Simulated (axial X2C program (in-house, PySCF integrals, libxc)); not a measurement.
## GaBi along the bond: PBE0, 2c

All values were computed with an axial X2C code built on PySCF integrals. Two-component (2c) means X2C with spin–orbit coupling and atomic mean-field two-electron Coulomb and Gaunt terms. Basis: Bi dyall-cv3z [12s14p10d6f1g], Ga dyall-cv3z [9s9p7d4f1g] (cores contracted in-house); Gaussian nuclei, density fitting, unrestricted open shells. Masses: Bi 208.980 u, Ga 68.926 u.

State: Ω = 1 (⟨Sz⟩ = 0.48, ⟨Lz⟩ = 0.52 at PBE0). Dipoles are positive if Ga is the positive end.

Results along the bond:

```tsv
R (Å)	μ (D)	HOMO (eV)	LUMO (eV)
2.561	0.773	-5.25	-3.20
2.642	0.975	-5.19	-3.18
2.724	1.198	-5.11	-3.14
2.819	1.478	-5.02	-3.09
2.915	1.770	-4.93	-3.03
3.037	2.148	-4.82	-2.95
```

Occupations by symmetry block were frozen at the best pattern of an incomplete PBE0 search. Density functionals use the spin component along the axis (collinear). PBE0 can misorder states that lie within some tenths of an eV, so this need not be the ground state of the molecule. The nearest other 2c determinant of the search, Ω = 2, lies 0.05 eV up at the distance of the search. Without a current term, density functionals place determinants with orbital angular momentum somewhat too high. With several unpaired electrons one determinant need not be a pure state. Open-shell Ω = 0 determinants with evenly filled partner blocks cannot be reached by this program, so the Ω shown need not be the lowest component. This is the Ω = 1 component of a π² triplet; the 0⁺ component is not one determinant and can lie lowest.
